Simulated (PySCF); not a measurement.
B(H)(SMe)2 (C2H7BS2), SMILES B(SC)SC. Atoms are numbered in the order given.

```xyz
12

B     -0.2655    -0.1574     0.0973
H     -1.2593    -0.6187     0.5984
S     -0.3939     1.1254    -1.1483
C     -2.2087     1.3549    -1.2827
H     -2.6945     0.4273    -1.6131
H     -2.3796     2.1387    -2.0327
H     -2.6320     1.6766    -0.3219
S      1.3532    -0.7483     0.5913
C      0.9357    -2.0148     1.8508
H      0.4001    -1.5613     2.6953
H      1.8839    -2.4368     2.2098
H      0.3281    -2.8160     1.4098
```

Geometry: B3LYP-D3(BJ)/def2-SVP. This is a generated structure with no PubChem entry under its InChIKey; it may be hypothetical. One conformer was computed; it need not be the lowest.

These are PBE/pcSseg-1 (PySCF) values and carry that method's errors.

GIAO shieldings, no solvent; atoms alike by connectivity are averaged. δ = σ(ref) − σ: ¹¹B against BF3 (σ = 83.9 ppm); ¹H against TMS (σ = 31.49 ppm); ³³S against H2S (σ = 706.5 ppm); ¹³C against TMS (σ = 182.0 ppm), references at their B3LYP-D3(BJ)/def2-TZVP geometries, non-relativistic.

```tsv
nucleus	atoms	count	δ (ppm)
¹¹B	B1	1	52.8
¹H	H2	1	7.37
¹H	H5, H6, H7, H10, H11, H12	6	2.54
³³S	S3, S8	2	262.7
¹³C	C4, C9	2	24.0
```
